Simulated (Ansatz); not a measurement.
Start from `N/C(O)=N\[SiH3]` and change one atom or group to get `N/C(O)=[N]\[AlH2]`.

Ansatz, PBE0-D4/def2-TZVP geometries, multiplicity 1. Each molecule was computed in one conformer, which needn't be the lowest.

| property | `N/C(O)=N\[SiH3]` |
| --- | --- |
| HOMO energy (PBE0/def2-TZVPP) / eV | -7.31 |
| size of the dipole moment (ωB97M-V/def2-TZVPP) / D | 2.22 |
| size of the dipole moment (PBE/def2-TZVPP) / D | 2.20 |
| HOMO–LUMO gap (PBE0/def2-TZVPP) / eV | 7.87 |
| LUMO energy (ωB97M-V/def2-TZVPP) / eV | 2.07 |
| LUMO energy (PBE0/def2-TZVPP) / eV | 0.56 |

Q: Give the same properties after the change, and the shifts. (Estimate.)

A: Ansatz gave: 
```json
{"property": "HOMO energy (PBE0/def2-TZVPP) / eV", "`N/C(O)=[N]\\[AlH2]`": "-7.11", "shift": "0.20"}
{"property": "size of the dipole moment (ωB97M-V/def2-TZVPP) / D", "`N/C(O)=[N]\\[AlH2]`": "2.30", "shift": "0.08"}
{"property": "size of the dipole moment (PBE/def2-TZVPP) / D", "`N/C(O)=[N]\\[AlH2]`": "2.46", "shift": "0.26"}
{"property": "HOMO–LUMO gap (PBE0/def2-TZVPP) / eV", "`N/C(O)=[N]\\[AlH2]`": "6.53", "shift": "-1.34"}
{"property": "LUMO energy (ωB97M-V/def2-TZVPP) / eV", "`N/C(O)=[N]\\[AlH2]`": "0.99", "shift": "-1.08"}
{"property": "LUMO energy (PBE0/def2-TZVPP) / eV", "`N/C(O)=[N]\\[AlH2]`": "-0.59", "shift": "-1.15"}
```

With PBE0 the HOMO rises by 0.20 eV and the LUMO falls by 1.15 eV, so the gap narrows by about 1.35 eV. PBE moves the HOMO by 0.16 eV and ωB97M-V by 0.22 eV. Dipoles are sizes alone; their direction can turn.
